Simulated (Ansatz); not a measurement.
Cl$_{2}$FHSTi, SMILES `[F][Ti]([SH])([Cl])[Cl]` at its PBE0-D4/def2-TZVP geometry, where that method's forces vanish. The species carries charge 0 and has multiplicity 1.

```xyz
6

F     0.1888   -0.7414    1.6298
Ti    0.2959   -0.3573   -0.0596
S    -0.6780    1.6611   -0.3620
Cl    2.3418   -0.1822   -0.7631
Cl   -0.7630   -1.8658   -1.2179
H    -1.3854    1.4855    0.7728
```

Task: What forces (eV/Å) does ωB97M-V/def2-TZVPP give on these atoms in Ansatz? (An estimate is asked.)

Result: The calculation gave: 
```
F1   0.002 -0.007  0.042
Ti2 -0.052  0.084  0.011
S3  -0.031 -0.013  0.075
Cl4  0.073  0.005 -0.018
Cl5 -0.039 -0.067 -0.040
H6   0.048 -0.002 -0.070
```
